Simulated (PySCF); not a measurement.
## Ce²⁺: ionisation energy

Ce²⁺ [Xe] 4f2 (high-spin determinant) → Ce³⁺ [Xe] 4f1 (2F), as a difference of total energies. Computed with PySCF 2.14 in cc-pVDZ-X2C, with scalar relativity by spin-free X2C-1e. Correlated levels: valence and next inner shell: [Ar] 3d10 frozen. The calculations carry no spin-orbit coupling.

```tsv
method	ionisation energy (eV)	plus first-order spin-orbit estimate	difference from reference of that sum (eV)
UHF	18.030	18.090	-2.107
MP2 (valence and next inner shell)	18.767	18.826	-1.371
SCS-MP2 (valence and next inner shell)	18.611	18.670	-1.527
CCSD (valence and next inner shell)	18.766	18.825	-1.372
CCSD(T) (valence and next inner shell)	18.854	18.913	-1.284
```

Reference: 20.197 eV (semi-empirical (NIST evaluation); NIST Atomic Spectra Database, ionization energies).

A first-order spin-orbit estimate (lowest level to lowest level, LS coupling) adds 0.059 eV.

Errors of the correlated levels include the incompleteness of this basis and the frozen core.

The determinant of Ce²⁺ mixes LS terms, which raises its energy above the lowest term, most at the Hartree-Fock and MP2 levels.
